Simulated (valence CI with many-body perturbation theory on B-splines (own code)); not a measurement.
**Gd LX: E2, E3, M1, M2 decay**

Computed by valence CI with perturbative core correlation (CI+MBPT): three valence electrons over a frozen Dirac-Fock core [He], a basis of 11 s, 11 p, 10 d, 8 f, 5 g, 2 h functions for each j, with the one-electron correlation potential Σ1, the two-electron term Σ2, the three-electron term Σ3, Breit, model QED; selected CI, second order for the rest, scaled by the run's own slope (own B-spline code, finite nucleus).

No measured spectrum was set against this ion. As an estimate, large intervals hold to a few tenths of a per cent, small ones and those within an open d or f shell to about a per cent.

Lines 1 to 40 of 40 in falling wavelength, among levels below 11010 eV, chosen from the decays that carry over 1 % of a level's rate. Wavelengths and rates use the calculated energies. Electric multipoles are in the length gauge, E1 and E2 with the static RPA response of the core. Weak lines are less certain than strong ones. Lines between different terms over intervals too small for the method are left out, as are lines whose strength nearly cancels. The highest levels of a list are the least certain.

Levels are named by their leading jj configuration (3d3/2^4 stands for four electrons in 3d with j = 3/2), which in mixed levels can hold well under half, so a name can repeat and another be missing. Letters in brackets count levels of one name in rising energy.

| λ vac (nm) | Upper | Lower | Type | A (s⁻¹) | Branch % |
| --- | --- | --- | --- | --- | --- |
| 1.782 | (2s 2p1/2 2p3/2) J=3/2 [a] | (2s 2p1/2^2) J=1/2 | M1 | 2.07e+09 | 9.0 |
| 1.717 | (2s 2p3/2 3d5/2) J=9/2 | (2s 2p1/2 3d5/2) J=7/2 | M1 | 1.96e+09 | 3.5 |
| 1.632 | (2s^2 2p3/2) J=3/2 | (2s^2 2p1/2) J=1/2 | M1 | 1.99e+09 | 25.2 |
| 0.1793 | (2s^2 3p1/2) J=1/2 | (2s^2 2p3/2) J=3/2 | E2 | 1.26e+12 | 22.1 |
| 0.1768 | (2s 2p3/2 3p3/2) J=7/2 | (2s 2p3/2^2) J=3/2 | E2 | 3.65e+10 | 2.2 |
| 0.1745 | (2s 2p3/2 3p3/2) J=7/2 | (2s 2p3/2^2) J=5/2 | E2 | 4.22e+11 | 25.4 |
| 0.1742 | (2s 2p3/2 3p3/2) J=1/2 [b] | (2s 2p3/2^2) J=3/2 | E2 | 7.35e+11 | 8.4 |
| 0.1741 | (2s 2p1/2 3p3/2) J=5/2 | (2s 2p1/2 2p3/2) J=5/2 | E2 | 3.44e+11 | 1.4 |
| 0.1736 | (2s^2 3p3/2) J=3/2 | (2s^2 2p3/2) J=3/2 | E2 | 6.27e+11 | 6.2 |
| 0.1720 | (2s 2p3/2 3p3/2) J=1/2 [b] | (2s 2p3/2^2) J=5/2 | E2 | 2.50e+11 | 2.9 |
| 0.1719 | (2s 2p3/2 3d5/2) J=9/2 | (2s 2p3/2^2) J=5/2 | M2 | 2.58e+10 | 46.4 |
| 0.1719 | (2s 2p3/2 3d5/2) J=9/2 | (2s 2p3/2^2) J=5/2 | E3 | 1.50e+09 | 2.7 |
| 0.1580 | (2s 2p3/2 3p3/2) J=7/2 | (2s 2p1/2 2p3/2) J=5/2 | E2 | 3.27e+11 | 19.7 |
| 0.1578 | (2s 2p1/2 3p3/2) J=5/2 | (2s 2p1/2^2) J=1/2 | E2 | 6.93e+11 | 2.8 |
| 0.1573 | (2s 2p3/2 3p3/2) J=7/2 | (2s 2p1/2 2p3/2) J=3/2 [a] | E2 | 5.12e+11 | 30.8 |
| 0.1572 | (2s 2p3/2 3p3/2) J=1/2 [b] | (2s 2p1/2 2p3/2) J=3/2 [b] | E2 | 7.25e+11 | 8.3 |
| 0.1569 | (2s^2 3p3/2) J=3/2 | (2s^2 2p1/2) J=1/2 | E2 | 7.57e+11 | 7.5 |
| 0.1559 | (2s 2p3/2 3d5/2) J=9/2 | (2s 2p1/2 2p3/2) J=5/2 | M2 | 8.23e+09 | 14.8 |
| 0.1559 | (2s 2p3/2 3d5/2) J=9/2 | (2s 2p1/2 2p3/2) J=5/2 | E3 | 1.35e+09 | 2.4 |
| 0.1552 | (2s 2p3/2 3d5/2) J=9/2 | (2s 2p1/2 2p3/2) J=3/2 [a] | E3 | 2.63e+09 | 4.7 |
| 0.1537 | (2p1/2 2p3/2 3d3/2) J=5/2 [a] | (2s 2p1/2 2p3/2) J=1/2 | E2 | 1.17e+12 | 1.1 |
| 0.1535 | (2p1/2 2p3/2 3d3/2) J=7/2 | (2s 2p1/2 2p3/2) J=3/2 [b] | E2 | 1.51e+12 | 10.8 |
| 0.1529 | (2s 2p1/2 3d3/2) J=5/2 | (2s^2 2p1/2) J=1/2 | E2 | 1.86e+12 | 1.1 |
| 0.1526 | (2p1/2^2 3d3/2) J=3/2 | (2s 2p1/2^2) J=1/2 | E2 | 3.67e+12 | 2.3 |
| 0.1526 | (2p3/2^2 3d5/2) J=7/2 | (2s 2p3/2^2) J=3/2 | E2 | 1.50e+12 | 18.2 |
| 0.1523 | (2p1/2 2p3/2 3d3/2) J=7/2 | (2s 2p1/2 2p3/2) J=5/2 | E2 | 1.78e+12 | 12.7 |
| 0.1519 | (2p1/2 2p3/2 3d3/2) J=5/2 [a] | (2s 2p1/2 2p3/2) J=3/2 [a] | E2 | 1.72e+12 | 1.6 |
| 0.1518 | (2p1/2 2p3/2 3d3/2) J=1/2 [a] | (2s 2p1/2 2p3/2) J=3/2 [a] | E2 | 3.35e+12 | 2.3 |
| 0.1516 | (2p1/2 2p3/2 3d3/2) J=7/2 | (2s 2p1/2 2p3/2) J=3/2 [a] | E2 | 4.03e+11 | 2.9 |
| 0.1512 | (2p1/2 2p3/2 3d5/2) J=9/2 | (2s 2p1/2 2p3/2) J=5/2 | E2 | 3.85e+12 | 68.9 |
| 0.1509 | (2p3/2^2 3d5/2) J=7/2 | (2s 2p3/2^2) J=5/2 | E2 | 2.30e+12 | 28.0 |
| 0.1509 | (2p3/2^2 3d5/2) J=9/2 | (2s 2p3/2^2) J=5/2 | E2 | 3.89e+12 | 51.1 |
| 0.1508 | (2p1/2 2p3/2 3d5/2) J=7/2 [a] | (2s 2p1/2 2p3/2) J=3/2 [a] | E2 | 3.40e+12 | 10.6 |
| 0.1292 | (2p1/2^2 4f7/2) J=7/2 | (2p1/2^2 2p3/2) J=3/2 | E2 | 2.78e+12 | 1.5 |
| 0.1291 | (2s 2p1/2 4f7/2) J=5/2 | (2s 2p1/2 2p3/2) J=1/2 | E2 | 1.93e+12 | 1.1 |
| 0.1283 | (2s 2p1/2 4f7/2) J=9/2 | (2s 2p1/2 2p3/2) J=5/2 | E2 | 2.74e+12 | 1.5 |
| 0.1282 | (2s 2p1/2 4f7/2) J=7/2 [a] | (2s 2p1/2 2p3/2) J=3/2 [a] | E2 | 2.03e+12 | 1.1 |
| 0.1280 | (2s^2 4f7/2) J=7/2 | (2s^2 2p3/2) J=3/2 | E2 | 2.77e+12 | 1.5 |
| 0.1194 | (2s 2p1/2 4f5/2) J=3/2 | (2s 2p1/2^2) J=1/2 | E2 | 2.75e+12 | 1.5 |
| 0.1189 | (2s^2 4f5/2) J=5/2 | (2s^2 2p1/2) J=1/2 | E2 | 2.14e+12 | 1.1 |
